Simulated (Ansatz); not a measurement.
Stretching the Sn1–S2 bond in SnS (multiplicity 1 held). Energies count from the point at 2.223 Å.


Restricted levels (R-, RO-) in cc, def2 and unpolarised 6-31G sets keep to the state of the molecule at rest. Unrestricted levels (U-) break spin symmetry where that is lower. Active spaces are followed from rest. Levels need not reach the same state.

Correlated levels freeze the cores. Filled d and f shells under p-block atoms count as core.

The values were computed with Ansatz (a quantum-chemistry and plane-wave program).  In def2 rows elements past Kr take small-core potentials, without spin–orbit coupling.

Energies in kcal/mol.

```csv
R (Å),U-MP2/def2-SVP,R-SCS-MP2/def2-SVP,U-SCS-MP2/def2-SVP,"FIC-MRCISD+Q on CASSCF(10,8)/def2-SVP"
1.778,108.5,108.2,108.2,111.3
2.000,?,20.5,20.5,22.2
2.223,0.0,0.0,0.0,0.0
2.445,?,8.1,26.8,5.9
2.667,45.0,27.8,43.1,21.9
3.001,68.8,71.0,66.5,48.2
3.334,87.6,116.2,85.0,69.1
3.890,97.8,146.3,94.7,89.0
4.445,100.2,159.1,97.0,96.3
5.112,?,165.7,98.3,99.1
6.001,102.3,168.1,98.9,99.7
7.113,102.5,168.7,99.1,99.9
8.891,102.5,168.9,99.2,100.0
```

Task: Fill in the missing entries.

Result: 
- 2.445, U-MP2/def2-SVP: 27.4
- 5.112, U-MP2/def2-SVP: 101.6
- 2.000, U-MP2/def2-SVP: 20.7

Doubts at one or more of the structures used: a spin-contaminated determinant (U-MP2/def2-SVP, U-SCS-MP2/def2-SVP); a restricted determinant that unrestricted orbitals would lower (R-SCS-MP2/def2-SVP).
